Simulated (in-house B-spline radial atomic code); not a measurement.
Ionisation energies along the 54-electron series, configuration [Kr] 4d10 4f6 5s2, as differences of self-consistent energies. Dirac energy differences include first-order Breit, QED and recoil terms. NIST's values go from ground level to ground level; the uncertainty of those that are theory runs from under 0.1 % in few-electron ions to several per cent in heavy many-electron ones. Computed with a B-spline radial code for spherical atoms: Dirac-Hartree-Fock, average of the configuration, finite nuclei.

```csv
ion,configuration after,ionisation energy (eV),IE/(q+1)² (eV),-ε less Coulomb ΔSCF (eV),Breit and QED recoil part (eV),tabulated value (eV),tabulated kind,computed minus tabulated (eV)
Tb11+,[Kr] 4d10 4f5 5s2,203.71,1.4147,-,0.11708,216,tabulated theory,-12.29
Dy12+,[Kr] 4d10 4f6 5s1,245.62,1.4534,-,-0.29733,259,tabulated theory,-13.38
Ho13+,[Kr] 4d10 4f6 5s1,273.84,1.3972,0.2147,-0.33167,284,tabulated theory,-10.16
```

Where a p, d or f electron is removed, the computed value is a mean over both j, so it misses the tabulated one by a part of the spin-orbit splitting; averaging over terms and missing correlation add to the gap, relatively most at low charge.
